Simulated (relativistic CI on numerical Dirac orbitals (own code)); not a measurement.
Sensitivity of the levels of Pd29+ to α and to the nuclear radius

Method of calculation: Dirac-Coulomb-Breit CI, orbitals from a KLI potential per configuration, derivatives by finite differences, unscaled Slater integrals, QED left out (own radial code, finite nucleus).

Configurations in the expansion (outside the closed core [Ne]): 3s2.3p5, 3s.3p6, 3s2.3p4.3d, 3s.3p5.3d, 3p6.3d, 3s.3p4.3d2, 3p5.3d2, 3p4.3d3. Double excitations out of closed p, d and f shells are left out; levels of such configurations are missing from the list, as are those of other unlisted configurations, and high levels can miss mixing partners.

With x = (α/α₀)² − 1 an excitation energy changes as ω = ω₀ + qx; K = 2q/ω₀ is the relative enhancement. Terms are leading LS components, so labels can repeat. The field-shift factor is F = δν/δ⟨r²⟩ for the transition from the lowest level.

Lowest level 3s2.3p5 2P°_3/2.

| Level | ω₀ (cm⁻¹) | q (cm⁻¹) | K | F (GHz/fm²) |
| --- | --- | --- | --- | --- |
| 3s2.3p5 2P°_1/2 | 290798 | 311500 | 2.14 | -6.35 |
| 3s.3p6 2S_1/2 | 930219 | 258600 | 0.556 | -204 |
| 3s2.3p4.3d 4D_3/2 | 983435 | 30840 | 0.0627 | 0.511 |
| 3s2.3p4.3d 4D_5/2 | 990505 | 44350 | 0.0896 | 0.628 |
| 3s2.3p4.3d 2P_1/2 | 1012684 | 66900 | 0.132 | -12.4 |
| 3s2.3p4.3d 4D_7/2 | 1020955 | 59240 | 0.116 | 0.962 |
| 3s2.3p4.3d 2F_7/2 | 1066806 | 63190 | 0.118 | 1.11 |
| 3s2.3p4.3d 4F_9/2 | 1076521 | 83530 | 0.155 | 1.73 |
| 3s2.3p4.3d 2D_3/2 | 1100962 | 52770 | 0.0959 | -0.33 |
| 3s2.3p4.3d 4P_1/2 | 1160029 | 179700 | 0.31 | -51.2 |
| 3s2.3p4.3d 2D_5/2 | 1189225 | 110300 | 0.185 | -0.312 |
| 3s2.3p4.3d 2D_3/2 | 1199512 | 141000 | 0.235 | -0.609 |
| 3s2.3p4.3d 4F_5/2 | 1206571 | 160200 | 0.266 | -1.13 |

At this charge energies of transitions that change n are usually good to better than 1 %, and those within a shell (Δn = 0) to a few per cent.
